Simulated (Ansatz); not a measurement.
`BC#CN` + H₂Te → `NC#C[TeH]` + BH₃  (substitution at a C–B bond)

Isolated molecules relaxed with PBE0-D4/def2-TZVP in Ansatz; ΔE leaves out vibrations. CCSD(T)/CBS adds triple-zeta CCSD(T) − MP2 to the extrapolated MP2 energy (def2 sets, frozen cores). This one scheme is used for every species. DFT in def2-TZVPP. HSE06 is defined as in plane-wave codes. def2 core potentials past Kr. For Te outer-core shells are correlated without core-valence functions, which leaves a few kJ/mol of doubt a bond. One conformer a species, not always the lowest.

Is it downhill or uphill in electronic energy at CCSD(T)/CBS, and by how much? (An estimate is asked.)

The calculation gave: Uphill: ΔE = +25.2 kcal/mol.

What do these levels give: PBE-D4, revPBE-D4, B97M-V, BLYP, HSE06, BHLYP, LC-ωPBE, CCSD/def2-SVP, CCSD(T)/def2-TZVPP, HF/CBS(def2), MP2/CBS(def2), CCSD/CBS(def2)? (An estimate is asked.)

Ansatz gave: PBE-D4 31.3, revPBE-D4 30.1, B97M-V 31.9, BLYP 31.5, HSE06 30.4, BHLYP 29.1, LC-ωPBE 27.3, CCSD/def2-SVP 29.6, CCSD(T)/def2-TZVPP 25.4, HF/CBS(def2) 26.1, MP2/CBS(def2) 23.3, CCSD/CBS(def2) 25.2 kcal/mol.

Largest T1 diagnostic among the species: 0.015.

Leaving LDA and LC-ωPBE aside and taking each functional with its dispersion term where it has one, the values, not all of them listed here, spread over 4.9 kcal/mol, from ωB97X-V to B97M-V. LDA lies +3.2 kcal/mol from PBE without D4. From PBE to PBE0 (25 % exact exchange), in def2-TZVPP and without D4, ΔE moves by −1.6 kcal/mol.
